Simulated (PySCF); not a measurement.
H₅BOSi, singlet, at a GFN2-xTB geometry, atoms displaced at random by about 0.08 Å a coordinate; HF/6-31G, gradient (PySCF).

Here is a job for PySCF.
```python
from pyscf import gto, scf

mol = gto.Mole()
mol.atom = '''
    B     0.080279   -0.862230    0.367881
    H    -0.764321   -1.800968    0.559841
    O     1.156972   -0.973404    0.701425
    H     1.918961   -0.474164    0.552652
    Si   -0.528545    0.772711   -0.499931
    H    -1.557703    1.525469    0.163931
    H    -0.957241    0.475727   -1.889412
    H     0.574566    1.676899   -0.590984
'''
mol.basis = '6-31g'
mol.charge = 0
mol.spin = 0
mol.verbose = 4
mol.build()

mf = scf.RHF(mol)
mf.conv_tol = 1e-4
mf.kernel()
g = mf.nuc_grad_method()
grad = g.kernel()
```

It wrote (shortened):

```
PySCF version 2.14.0

[INPUT] verbose = 4
[INPUT] num. atoms = 8
[INPUT] num. electrons = 32
[INPUT] charge = 0
[INPUT] spin (= nelec alpha-beta = 2S) = 0
[INPUT] symmetry False subgroup None
[INPUT] Mole.unit = angstrom
[INPUT] Symbol           X                Y                Z      unit          X                Y                Z       unit  Magmom
[INPUT]  1 B      0.080279000000  -0.862230000000   0.367881000000 AA    0.151705323554  -1.629378556384   0.695194336431 Bohr   0.0
[INPUT]  2 H     -0.764321000000  -1.800968000000   0.559841000000 AA   -1.444357361254  -3.403336279106   1.057946163303 Bohr   0.0
[INPUT]  3 O      1.156972000000  -0.973404000000   0.701425000000 AA    2.186360213790  -1.839466968556   1.325501146923 Bohr   0.0
[INPUT]  4 H      1.918961000000  -0.474164000000   0.552652000000 AA    3.626310733721  -0.896040098128   1.044360922193 Bohr   0.0
[INPUT]  5 Si    -0.528545000000   0.772711000000  -0.499931000000 AA   -0.998805294508   1.460212163439  -0.944732671180 Bohr   0.0
[INPUT]  6 H     -1.557703000000   1.525469000000   0.163931000000 AA   -2.943632053413   2.882718621514   0.309784693326 Bohr   0.0
[INPUT]  7 H     -0.957241000000   0.475727000000  -1.889412000000 AA   -1.808923325205   0.898993740061  -3.570471216467 Bohr   0.0
[INPUT]  8 H      0.574566000000   1.676899000000  -0.590984000000 AA    1.085772380487   3.168879848557  -1.116797904000 Bohr   0.0

nuclear repulsion = 98.4399709423247
number of shells = 27
number of NR pGTOs = 110
number of NR cGTOs = 41
basis = 6-31g
ecp = {}

******** <class 'pyscf.scf.hf.RHF'> ********
method = RHF
initial guess = minao
damping factor = 0
level_shift factor = 0
DIIS = <class 'pyscf.scf.diis.CDIIS'>
diis_start_cycle = 1
diis_space = 8
diis_damp = 0
SCF conv_tol = 0.0001
SCF conv_tol_grad = None
SCF max_cycles = 50
direct_scf = True
direct_scf_tol = 1e-13
Set gradient conv threshold to 0.01
Initial guess from minao.
init E= -391.862003430501
  HOMO = -0.241171663496818  LUMO = 0.0439372629906682  gap/eV = 7.75821
cycle= 1 E= -391.176824962027  delta_E= 0.685  |g|= 0.421  |ddm|= 2.34
  HOMO = -0.352877695709043  LUMO = 0.122002617382892  gap/eV = 12.92215
cycle= 2 E= -391.215764683565  delta_E= -0.0389  |g|= 0.207  |ddm|= 0.513
  HOMO = -0.361820805095304  LUMO = 0.122509533009912  gap/eV = 13.17930
cycle= 3 E= -391.223974334892  delta_E= -0.00821  |g|= 0.0404  |ddm|= 0.172
  HOMO = -0.361000901246426  LUMO = 0.127368984099221  gap/eV = 13.28922
cycle= 4 E= -391.224598926174  delta_E= -0.000625  |g|= 0.00486  |ddm|= 0.0829
  HOMO = -0.362800956375569  LUMO = 0.126485216810456  gap/eV = 13.31415
cycle= 5 E= -391.224618074061  delta_E= -1.91e-05  |g|= 0.00131  |ddm|= 0.0191
  HOMO = -0.362490482957531  LUMO = 0.126844647672714  gap/eV = 13.31549
Extra cycle  E= -391.224619263788  delta_E= -1.19e-06  |g|= 0.000523  |ddm|= 0.00352
converged SCF energy = -391.224619263788

******** <class 'pyscf.grad.rhf.Gradients'> for <class 'pyscf.scf.hf.RHF'> ********
unit = Eh/Bohr
--------------- RHF gradients ---------------
         x                y                z
0 B     0.3705603444     0.0052372991     0.0867680036
1 H    -0.0193479996    -0.0198621195     0.0024174056
2 O    -0.3462656133     0.0634860321    -0.1102109269
3 H    -0.0212948622    -0.0151385476    -0.0026603703
4 Si     0.0190117599    -0.0033668078     0.0248691612
5 H     0.0197629651    -0.0091207616    -0.0111234513
6 H     0.0036891609    -0.0009894891     0.0061226858
7 H    -0.0261157552    -0.0202456057     0.0038174924
----------------------------------------------
```
